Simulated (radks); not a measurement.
Task: These are the eigenvalues of the occupied orbitals of an atom or ion with whole-number occupations (eV). Calculated with a radial shooting solver on a logarithmic mesh with Libxc functionals: Dirac Kohn-Sham, PBE, spin-unpolarised, spherical densities, finite nucleus; Fermi nuclear charge, rms radius of each element as measured or else 0.836 A^(1/3) + 0.57 fm.

| orbital | eigenvalue |
|---|---|
| 1s1/2 | -15364.36 |
| 2s1/2 | -3009.143 |
| 2p1/2 | -2843.642 |
| 2p3/2 | -2787.711 |
| 3s1/2 | -1181.828 |

Which element is it, and in what charge state? The configuration may be excited. Open shells, if any, fill j = l - 1/2 first.

Result: Z = 36, krypton, charge +25: Kr25+ in [Ne] 3s1. The list shows which subshells hold electrons but not how many an open one holds; the 1s level, -564.63 hartree, gives Z - s = 33.6 by -(Z - s)^2/2, which with screening and relativity narrows Z to a few neighbours, and the depths of the outer levels then fix element, charge and occupations together.
